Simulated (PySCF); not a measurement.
Molecular orbitals of BiC⁺

PBE at R = 2.049 Å; basis Bi def2-SVP with ECP60, C def2-SVP; scalar-relativistic core potentials; PySCF 2.14. State: ³Π (triplet), unpaired electrons σ ↑, π ↑. Only the outer orbitals are listed, counted within each symmetry, core potentials removing the inner ones.

```
spin  orbital  occ.  ε (eV)  on Bi (%)           main shells (%)
   α       5σ     1  -23.92         64           60 Bi s, 31 C s
   α       6σ     1  -19.24         44   55 C s, 35 Bi s, 8 Bi p
   α       7σ     1  -13.76         35           58 C p, 31 Bi p
   α       3π     1  -13.46         39           60 C p, 38 Bi p
   α       3π     1  -12.78         39           61 C p, 37 Bi p
   α       4π     0  -10.43         64           62 Bi p, 36 C p
   α       4π     0   -9.78         64           63 Bi p, 36 C p
   α       8σ     0   -6.34         82           73 Bi p, 22 C p
   β       5σ     1  -23.13         76           73 Bi s, 19 C s
   β       6σ     1  -17.65         43  57 C s, 25 Bi s, 17 Bi p
   β       3π     1  -12.14         65           64 Bi p, 34 C p
   β       3π     0  -11.96         71           70 Bi p, 29 C p
   β       7σ     0  -11.33         35   44 C p, 34 Bi p, 20 C s
   β       4π     0   -9.04         39           61 C p, 36 Bi p
```

Which are the highest filled and the lowest empty level, where do they sit, and how wide is the gap?

Highest filled β 3π at -12.14 eV (in %: 64 Bi p, 34 C p); lowest empty β 3π at -11.96 eV (in %: 70 Bi p, 29 C p); the gap at PBE is 0.18 eV. Both belong to one degenerate shell, split only by its one-sided filling, so this is no excitation gap.

The bond order (Mayer) is 2.21. The ⟨S²⟩ is 2.072. The charge on Bi (Mulliken, basis-dependent) is 0.96 and the charge on Bi (Löwdin, basis-dependent) is 0.96. The dipole moment (positive dipole points towards C; it is taken about the centre of mass and depends on that origin) is -0.49 D, the polarisability along the bond is 55.1 bohr³ and the polarisability across the bond is 27.5 bohr³.

Spin–orbit coupling is left out, which matters for elements this heavy, above all for dissociation energies. The state was picked by a PBE0 search and need not be the measured ground state.
